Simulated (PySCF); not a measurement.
H₄S₃Sn. Atoms are numbered in the order given.

```xyz
8

Sn     0.0000     0.0000     0.4449
S     -2.0940    -0.8424    -0.4258
S      1.7766    -1.3922    -0.4258
S      0.3174     2.2346    -0.4258
H      0.0000     0.0000     2.1524
H     -1.4403    -1.6175    -1.3200
H      2.1210    -0.4386    -1.3200
H     -0.6807     2.0561    -1.3200
```

The structure is a stationary point at PBE0-D3(BJ)/def2-SVP. The structure was generated by enumeration; whether it is a known compound was not checked. The def2 effective core potentials stand for the cores of Sn; spin–orbit coupling is left out. One conformer was computed; it need not be the lowest.

All values below come from PBE0-D3(BJ)/def2-SVP (PySCF 2.14.0).

Frequencies are harmonic and unscaled.

Modes within 1.5 cm⁻¹ of each other (mostly degenerate sets) share a row, with their intensities summed.

| mode | ν (cm⁻¹) | IR (km/mol) | Raman (Å⁴/amu) | depolarisation | moving atoms (share of kinetic energy) |
|---|---|---|---|---|---|
| 1–2 | 74 | 10.5 | 9.7 | 0.75 | S 53 %, H 39 % |
| 3 | 113 | 12.9 | 2.9 | 0.50 | S 62 %, Sn 33 % |
| 4–5 | 131 | 24.2 | 1.7 | 0.75 | H 61 %, S 35 % |
| 6 | 228 | 15.1 | 8.5 | 0.75 | H 99 % |
| 7 | 343 | 5.9 | 33.9 | 0.03 | S 88 %, Sn 10 % |
| 8–9 | 363 | 93.2 | 14.8 | 0.75 | S 70 %, Sn 26 % |
| 10–11 | 545 | 106.8 | 38.1 | 0.75 | H 97 % |
| 12 | 698 | 4.2 | 3.7 | 0.49 | H 95 % |
| 13–14 | 715 | 68.4 | 14.9 | 0.75 | H 95 % |
| 15 | 1952 | 127.9 | 285.0 | 0.19 | H 99 % |
| 16–18 | 2714 | 5.6 | 261.6 | 0.03 | H 97 % |
